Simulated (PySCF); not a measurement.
The dipole of `FC[C@@H]([SiH3])CCCl` from its density and from atomic charges.

Coordinates (GFN2-xTB, Å) and charges (e) from the PBE0/pcSseg-1 density (PySCF):

```tsv
atom	x	y	z	Mulliken	IAO	Hirshfeld	ESP-fitted
F1	0.969	1.900	0.778	-0.3435	-0.3344	-0.1133	-0.2193
C2	0.457	1.510	-0.441	+0.2057	+0.0451	+0.0226	-0.0017
C3	0.327	-0.004	-0.506	-0.6020	-0.3890	-0.1200	-0.1287
Si4	2.033	-0.831	-0.223	+0.5176	+0.5930	+0.3101	+0.2861
C5	-0.707	-0.521	0.498	-0.2108	-0.2597	-0.0758	+0.0645
C6	-2.149	-0.203	0.130	-0.1829	-0.2324	-0.0275	-0.3098
Cl7	-2.605	-0.987	-1.411	-0.1712	-0.1236	-0.0689	-0.1585
H8	1.152	1.880	-1.202	+0.1170	+0.1398	+0.0450	+0.0916
H9	-0.503	2.028	-0.547	+0.1117	+0.1311	+0.0407	+0.0892
H10	-0.023	-0.244	-1.515	+0.1653	+0.1543	+0.0305	+0.0767
H11	1.841	-2.276	-0.346	-0.0815	-0.1165	-0.0754	-0.0864
H12	2.944	-0.344	-1.260	-0.0869	-0.1163	-0.0757	-0.0722
H13	2.524	-0.491	1.109	-0.0560	-0.1075	-0.0737	-0.0684
H14	-0.608	-1.604	0.593	+0.1434	+0.1430	+0.0383	+0.0503
H15	-0.505	-0.080	1.477	+0.1461	+0.1519	+0.0441	+0.0487
H16	-2.836	-0.585	0.885	+0.1668	+0.1665	+0.0525	+0.1678
H17	-2.316	0.865	-0.004	+0.1610	+0.1544	+0.0460	+0.1701
```

Question: What dipole does each set of charges give (1 e·Å = 4.803 D), and what does the density give?

Answer: The full density gives (-0.21, 0.35, 0.28) D, 0.49 D in size; dipole vectors point from the negative to the positive end.

```csv
scheme,μx,μy,μz,size (D),share of the full size (%),angle to the full dipole (°)
Mulliken,0.60,-0.03,0.08,0.61,123,112
IAO,0.24,-0.53,-0.72,0.93,188,163
Hirshfeld,-0.16,0.06,0.00,0.17,35,49
ESP-fitted,-0.24,0.40,0.32,0.57,115,1
```

Question: Which set comes closest?

Answer: Length of the difference vector: ESP-fitted 0.07 D, Hirshfeld 0.40 D, Mulliken 0.92 D, IAO 1.41 D. Closest: ESP-fitted. 

Question: What is left for the Hirshfeld atoms' own dipoles?

Answer: The Hirshfeld atoms' densities add up to the full density, so μ = Σ q r + Σ (atomic dipoles). The atomic dipoles sum to (-0.21, 0.35, 0.28) − (-0.16, 0.06, 0.00) = (-0.05, 0.29, 0.28) D, 0.40 D in size.

Question: With the origin at the mean of the coordinates, (0.000, 0.001, -0.117) Å, which are the largest single terms, by size, of the ESP-fitted dipole along the direction of the full one?

Answer: Si4 -2.08, F1 -1.50, C6 -1.36, H17 +1.36, H16 +1.11 D; all 17 atoms together +0.57 D. The single terms depend on the origin, their sum doesn't.

Question: Give the size of the full dipole in other units.

Answer: 0.49 D = 0.194 au = 0.103 e·Å = 1.64 × 10⁻³⁰ C·m.

Isolated species at its GFN2-xTB geometry (one conformer only).

Shape of the structure used: `[F:1][CH2:2][C@@H:3]([SiH3:4])[CH2:5][CH2:6][Cl:7]`: F1–C2–C3–Si4 -58°, C2–C3–C5–C6 72°, C3–C5–C6–Cl7 63°.
